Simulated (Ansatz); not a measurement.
`C[Si](N)(F)Cl` + `N=C=O` → `C[Si](F)(Cl)N=C=O` + NH₃ at 700 K and 1 bar (ligand exchange at the Si–N bond).

Gas-phase electronic energies from Ansatz, PBE0-D4/def2-TZVP geometries. CCSD(T)/CBS adds triple-zeta CCSD(T) − MP2 to the extrapolated MP2 energy (def2 sets, frozen cores). This one scheme is used for every species. One conformer a species, not always the lowest.

| species | CCSD(T)/CBS energy (Eh) | H − E (kJ/mol) | S (J/(mol·K)) |
| --- | --- | --- | --- |
| `C[Si](N)(F)Cl` | -944.59780 | 258.5 | 471.9 |
| `N=C=O` | -168.51995 | 89.3 | 283.6 |
| `C[Si](F)(Cl)N=C=O` | -1056.62222 | 234.4 | 526.0 |
| NH₃ | -56.50880 | 116.9 | 226.5 |

H − E and S are ideal-gas, rigid-rotor, harmonic terms from PBE0-D4/def2-TZVP, for one conformer and one mirror image of each species. 1 Eh = 2625.50 kJ/mol, R = 8.31446 J/(mol·K).

Task: By hand: ΔE, ΔH, ΔS and ΔG.

Result: ΔE = (-1056.62222) + (-56.50880) − (-944.59780) − (-168.51995) = -0.01327 Eh = -34.8 kJ/mol. Δ(H − E) = 234.4 + 116.9 − 258.5 − 89.3 = 3.5, so ΔH = -31.3 kJ/mol. ΔS = 526.0 + 226.5 − 471.9 − 283.6 = -3.0 J/(mol·K). ΔG = -31.3 − 700 × (-3.0)/1000 = -29.2 kJ/mol.

Task: By hand: the equilibrium constant, and the temperature at which ΔG would vanish if ΔH and ΔS stayed fixed.

Result: log₁₀ K = −ΔG/(RT ln 10) = 2.2. ΔG = 0 at ΔH/ΔS = 10433 K, far beyond where these terms or the molecules hold.

The number of gas molecules stays the same, so ΔS is small and ΔH decides. A doubt of 5 kJ/mol in ΔE shifts log₁₀ K by 0.4 here. Other conformers and mirror images would add mixing entropy, several J/(mol·K) or more a flexible species. Modes under 60 cm⁻¹, often nearly free rotors, make the harmonic entropy too high. These are equilibria of isolated gas molecules and say nothing of rates. Largest T1 diagnostic: 0.018 (customary marks: 0.02 for closed shells, 0.045 for open ones).
